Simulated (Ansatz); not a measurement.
Geometry optimisation, RKS B3LYP-D4/def2-mTZVP in Ansatz.

input.yaml

```yaml
crystal:
  periodic: [false, false, false]
  atoms:
    - { symbol: "N", position_ang: [-0.8276, 0.0767, -0.8039] }
    - { symbol: Al, position_ang: [0.3215, -0.1511, 0.6445] }
    - { symbol: Br, position_ang: [1.4756, -2.1943, 0.8303] }
    - { symbol: H, position_ang: [-1.82711, 0.05273, -0.37657] }
    - { symbol: H, position_ang: [-0.82977, -0.76688, -1.41937] }
    - { symbol: H, position_ang: [0.538, 1.0228, 1.7259] }
basis:
  gaussian: { orbitals: def2-mTZVP }
hamiltonian:
  xc: b3lyp
  dispersion: d4
relax:
  f_tol: 0.015
  max_steps: 40
output:
  orbitals: {}
```

Run as:

```bash
$ ansatz run input.yaml --threads 1 --pin off --max-ram 2048MiB --backend cpu --events-out ev --progress --plain --runs-dir out
```

Question: Where does it end, and by what steps?

Answer: The forces met the threshold. After 6 steps the energy has fallen by 0.545 eV; H4 moved furthest, 0.62 Å.

```csv
step,energy less start (eV),largest force component (eV/Å),accepted
0,0.0000,1.816,yes
1,-0.2318,1.910,yes
2,-0.3214,2.407,yes
3,-0.4838,0.586,yes
4,-0.5299,0.283,yes
5,-0.5444,0.076,yes
6,-0.5449,0.008,yes
```

```xyz
6
Properties=species:S:1:pos:R:3
N -0.922 -0.206 -0.581
Al 0.298 -0.242 0.692
Br 1.702 -2.032 0.730
H -1.603 0.532 -0.703
H -1.041 -0.915 -1.293
H 0.417 0.902 1.756
```

Whether the end is a true minimum wasn't checked by a vibrational analysis.

The run took 28 s on 1 thread of Arm Neoverse V1, with other jobs on the host, peak memory 0.17 GiB.
